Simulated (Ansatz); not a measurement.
Molecule: AgI (charge 0, singlet). 
Coordinates optimised at B3LYP-D3(BJ)/def2-TZVP (Ansatz, a quantum-chemistry and plane-wave program):
```xyz
2

Ag     0.0000     0.0000    -1.3742
I      0.0000     0.0000     1.2186
```

Wanted: vertical ionisation energy (to the doublet state of charge +1; each state is the SCF solution reached for its spin), in eV. Correlated levels leave the core frozen unless marked. Open shells are spin-unrestricted. No spin-orbit coupling. Frozen are the shells of the preceding noble gas and the d and f shells that filled before the atom's block. Past Kr the def2 sets carry scalar-relativistic core potentials. CBS marks a two-point X^-3 extrapolation of the correlation energy; Hartree-Fock from the larger set.

```csv
level,program,vertical ionisation energy (eV)
SVWN5/def2-TZVPD,Ansatz,9.33
PBE/def2-TZVPD,Ansatz,9.00
r2SCAN/def2-TZVPD,Ansatz,?
B3LYP/def2-TZVPD,Ansatz,9.04
PBE0/def2-TZVPD,Ansatz,8.93
CAM-B3LYP/def2-TZVPD,Ansatz,8.96
wB97M-V/def2-TZVPD,Ansatz,?
wB97X-V/def2-TZVPD,Ansatz,?
CCSD/def2-TZVPPD,Ansatz,8.66
CCSD/def2-QZVPPD,Ansatz,8.79
"CCSD(T)/CBS(def2-TZVPPD,def2-QZVPPD)",Ansatz,?
```

Problem. Some entries are withheld; supply them.

Solution. 
- r2SCAN/def2-TZVPD, vertical ionisation energy (eV): 8.97
- wB97M-V/def2-TZVPD, vertical ionisation energy (eV): 8.80
- wB97X-V/def2-TZVPD, vertical ionisation energy (eV): 8.85
- CCSD(T)/CBS(def2-TZVPPD,def2-QZVPPD), vertical ionisation energy (eV): 9.02
